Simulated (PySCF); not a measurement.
# How the method changes the constants of ZnSb

State: ⁴Σ⁻ (quartet), unpaired electrons σ ↑, π ↑↑. Set-up: Zn def2-SVPD, Sb def2-SVPD with ECP28; scalar-relativistic core potentials (PySCF 2.14). De refers to Zn + Sb in their high-spin ground configurations, without counterpoise correction. The functionals are run spin-unrestricted. A positive dipole means Zn(−)Sb(+). Levels whose curve was spin-contaminated or gave no clean fit are not listed.

```tsv
Level	Re (Å)	ωe (cm⁻¹)	De (eV)	μ (D)
PBE	2.772	132	0.57	-0.23
PW91	2.764	133	0.60	-0.24
r²SCAN	2.709	149	0.65	-0.43
r²SCANh	2.716	147	0.61	-0.49
PBE0	2.764	133	0.479	-0.41
B2PLYP	2.818	115	0.296	-0.49
```

The bond length runs from 2.709 Å (r²SCAN) to 2.818 Å (B2PLYP). De spans 0.30 eV (B2PLYP, double hybrid) to 0.65 eV (r²SCAN, meta-GGA).

Correlated steps freeze 9 core orbitals. Spin–orbit coupling is left out, which matters for elements this heavy, above all for dissociation energies. B2PLYP dipoles, levels and charges come from its SCF part alone. The state was picked by a PBE0 search and need not be the measured ground state.
